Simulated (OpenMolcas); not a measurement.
Os6+ among 5 point charges of -2 e arranged as a trigonal bipyramid (D3h), 1.87 Å from the ion, with the axial distance 2.281 Å.
```
   1.8700    0.0000    0.0000  -2.00
  -0.9350    1.6195    0.0000  -2.00
  -0.9350   -1.6195    0.0000  -2.00
   0.0000    0.0000    2.2814  -2.00
   0.0000    0.0000   -2.2814  -2.00
```

```json
{
 "Program": "OpenMolcas 26.06",
 "Method": "CASSCF",
 "Basis": "ANO-RCC-VDZP [7s6p4d2f1g]",
 "Scalar Hamiltonian": "DKH2, point nucleus",
 "Active space": "2 electrons in 5 orbitals (5d)",
 "State averaging": "2S+1 = 3 even, 10 roots; 2S+1 = 1 even, 15 roots",
 "Spin-orbit coupling": "RASSI with atomic mean-field integrals over the reference wave functions"
}
```

Question: What is the spin-free ground state (labels of D3, the rotations of D3h)?

Answer: 3A2, 1-fold in its orbital part, 95 % from free-ion F terms; it has the highest spin that d2 allows.

Question: Where is the first state of the same spin?

Answer: 3E at 4290 cm-1 above the ground state.

Question: What are the lowest two levels with spin-orbit coupling?

Answer: A 1-fold level A1, then a 2-fold level E 1729 cm-1 above it. Their leading multiplicities are 3 (93 %) and 3 (90 %).

Question: What is χT at 300 K, and how does it compare with the textbook value?

Answer: The lowest level has 2S+1 = 3, for which the spin-only value is χT = S(S+1) / 2 = 1.000 cm3 K/mol (g = 2). The computed 0.058 at 300 K differs by -0.942, through orbital momentum, spin-orbit coupling and any other state in reach.

Spin-orbit coupling mixes the spin-free states strongly: the lowest level takes only 48 % from its leading state, 3A2. Without dynamic correlation the repulsion within the d shell is too large (B by tens of per cent), so at a given field states of lower spin stand too high. This is an electrostatic model: the charges have no orbitals. No measured value stands beside these numbers.
